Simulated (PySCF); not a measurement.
Run record: excited-state job, `CS(=O)(=O)C[SiH2]O`.

Method: TDDFT wB97X-D/def2-SVPD, vertical, gas phase, core orbitals frozen in the response (PySCF 2.14.0, density-fitted response routines). Geometry: GFN2-xTB. The input is one job of a driver script: a line of settings, then coordinates in Å.

Command:
```bash
OMP_NUM_THREADS=1 python probes_run.py task.json out
```

Input:
```
{"job": {"kind": "uv", "xc": "wB97X-D", "basis": "def2-SVPD", "nstates": 8, "ntriplets": 3}, "charge": 0, "multiplicity": 1}
C     -2.482013     0.469624     0.414398
S     -0.964505    -0.539539     0.398598
O     -1.087306    -1.507880    -0.656972
O     -0.751299    -1.037726     1.730237
C      0.347919     0.591932    -0.009089
Si     1.874316    -0.523233    -0.003099
O      3.034483     0.558586    -0.379512
H     -3.308736    -0.184551     0.661727
H     -2.370256     1.237813     1.168256
H     -2.618604     0.894279    -0.571465
H      0.365561     1.361050     0.752200
H      0.122460     1.019301    -0.977533
H      2.106202    -1.089697     1.322406
H      1.776054    -1.554870    -1.031572
H      3.951310     0.312899    -0.459253
```

Question: What does the run print?

Answer: 
```
coarse grid: 13640 points
cycle   1  E = -993.3673268683  dE =  1.685e+00  |g| = 1.310e+00  |ddm| = 4.963e+00
cycle   2  E = -993.0688126580  dE =  2.985e-01  |g| = 1.876e+00  |ddm| = 3.067e+00
cycle   3  E = -993.7033115613  dE = -6.345e-01  |g| = 1.048e-01  |ddm| = 1.726e+00
cycle   4  E = -993.7050500491  dE = -1.738e-03  |g| = 6.288e-02  |ddm| = 1.819e-01
cycle   5  E = -993.7058228966  dE = -7.728e-04  |g| = 1.231e-02  |ddm| = 8.095e-02
cycle   6  E = -993.7058535678  dE = -3.067e-05  |g| = 3.296e-03  |ddm| = 2.076e-02
cycle   7  E = -993.7058565468  dE = -2.979e-06  |g| = 6.703e-04  |ddm| = 7.210e-03
final grid: 122688 points
cycle   8  E = -993.8377592059  dE = -8.474e-05  |g| = 4.220e-03  |ddm| = 1.195e-01
cycle   9  E = -993.8377615060  dE = -2.300e-06  |g| = 3.479e-03  |ddm| = 1.671e-02
cycle  10  E = -993.8377641471  dE = -2.641e-06  |g| = 8.347e-04  |ddm| = 4.567e-03
cycle  11  E = -993.8377642742  dE = -1.271e-07  |g| = 4.027e-04  |ddm| = 1.417e-03
cycle  12  E = -993.8377643103  dE = -3.603e-08  |g| = 6.471e-05  |ddm| = 6.743e-04
cycle  13  E = -993.8377643116  dE = -1.304e-09  |g| = 3.087e-05  |ddm| = 1.593e-04
cycle  14  E = -993.8377643118  dE = -2.551e-10  |g| = 8.518e-06  |ddm| = 5.326e-05
converged SCF energy = -993.8377643118

Static polarisability (au): isotropic 78.548, principal 70.054 73.014 92.577

Singlet excitations
state   eV       nm        f      main configurations
  1   7.3530    168.6   0.00000   H-2->L 0.86
  2   7.4983    165.3   0.00175   H->L 0.64, H->L+1 0.12, H->L+4 0.12
  3   7.9334    156.3   0.01057   H-1->L 0.59, H-1->L+1 0.15, H-1->L+4 0.14
  4   8.1572    152.0   0.03088   H->L+1 0.71, H-5->L 0.13
  5   8.4001    147.6   0.00241   H-3->L 0.35, H-2->L+1 0.27
  6   8.4347    147.0   0.10336   H-5->L 0.57, H-4->L 0.10, H->L+1 0.09
  7   8.6120    144.0   0.00002   H-1->L+1 0.27, H-2->L+5 0.17, H-2->L+1 0.17
  8   8.6562    143.2   0.00466   H-1->L+1 0.41, H-2->L+5 0.10

Triplet excitations (Tamm-Dancoff, eV): 7.0646 7.1409 7.6476
```

The SCF starts on a coarse grid where the log names one; the energy can jump when the final grid takes over, and dE then counts from the start density on the new grid. H and L stand for HOMO and LUMO; the number after each pair is its weight.

Question: How does the lowest singlet excitation compare with the HOMO–LUMO gap?

Answer: HOMO -10.26 eV and LUMO 1.42 eV give a gap of 11.68 eV; S1 at 7.35 eV lies 4.33 eV below it.

Question: Give S1 in cm⁻¹ and kJ/mol.

Answer: 7.3530 eV × 8065.54 = 59306 cm⁻¹; × 96.485 = 709.5 kJ/mol.

Summary of the converged run: HOMO -10.26 eV, LUMO 1.42 eV; lowest singlet 7.35 eV; lowest triplet 7.06 eV (Tamm–Dancoff); mean polarisability 78.5 au.

On one thread, Arm Neoverse N1 (aarch64), no GPU, shared host with 64 logical CPUs at a one-minute load of 56, this took 93 s of wall time and 0.92 GiB of memory at its peak.

One conformer stands for the species.
Labels such as C1 count atoms from 1, the log's own numbers from 0.

The pairwise dispersion term of wB97X-D wasn't added to the energies; at a given geometry it leaves orbitals and properties as they are.
